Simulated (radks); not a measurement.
The numbers below are computed, except where a source is named.
Initial-state core-level shifts of neutral sulfur when its valence configuration changes from [Ne] 3s2 3p4. Code: a radial shooting solver on a logarithmic mesh with Libxc functionals. Model: Dirac Kohn-Sham, PBE, spin-unpolarised, spherical densities, point nucleus; open shells fill j = l - 1/2 first. Shifts are changes of the shell-averaged eigenvalues in eV (positive: less bound).

valence          1s      2s      2p
3p6          -2.900  -2.836  -2.807
3s1.5 3p4.5  -0.757  -0.737  -0.731
3s1 3p5      -1.492  -1.455  -1.441
3s0.5 3p5.5  -2.205  -2.154  -2.132
